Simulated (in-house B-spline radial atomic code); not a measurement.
## The caesium ion Cs³⁺: [Ar] 3d9 4s2 4p6 4d10 5s2 5p4 8g1 (an excited or competing configuration)

Computed with a radial B-spline atomic code at the basis-set limit: Dirac-Hartree-Fock, average of configuration, Fermi nucleus of rms radius 4.8041 fm.

Effective charges: Z_r = [3n² - l(l+1)]/(2<r>) from the radius, Z_e = n√(-2ε) from the energy, and Slater's rules. Values are occupation-weighted means over j. An effective charge above Z reflects the relativistic contraction of the inner shells.

```
shell  electrons   ε (eV)  <r> (bohr)    Z_r    Z_e  Slater
   1s          2   -36286      0.0261  57.46  51.64   54.70
   2s          2  -5876.2      0.1115  53.81  41.56   50.85
   2p          6  -5283.2     0.09796  51.04  39.41   50.85
   3s          2    -1325      0.2956  45.67  29.60   43.75
   3p          6  -1127.7      0.2934  42.61  27.31   43.75
   3d          9  -840.39      0.2723  38.56  23.58   34.20
   4s          2  -310.81      0.6822  35.18  19.12   28.10
   4p          6  -243.75      0.7226  31.83  16.93   28.10
   4d         10   -142.1      0.7993  26.27  12.93   16.85
   5s          2  -75.303       1.611  23.28  11.76   10.95
   5p          4   -57.41       1.803  20.24  10.27   10.95
   8g          1  -3.4192       21.34   4.03   4.01       -
```

The least bound orbital is 8g7/2 at -3.419 eV, and it is also the most diffuse (<r> = 21.34 bohr). The part-filled 3d shell lies below the filled 5s shell in orbital energy.

Spin-orbit splittings of the orbital energies (j = l + 1/2 above j = l - 1/2 when positive): 2p 353.7 eV, 3p 70.53 eV, 3d 14.83 eV, 4p 15.06 eV, 4d 2.623 eV, 5p 2.41 eV, 8g -0.0002108 eV.

For the 1s electron the small component carries 4.12 % of the norm, the zero-frequency Breit interaction raises the level by 92.34 eV, self-energy by 53.22 eV, and vacuum polarisation lowers it by 7.573 eV.
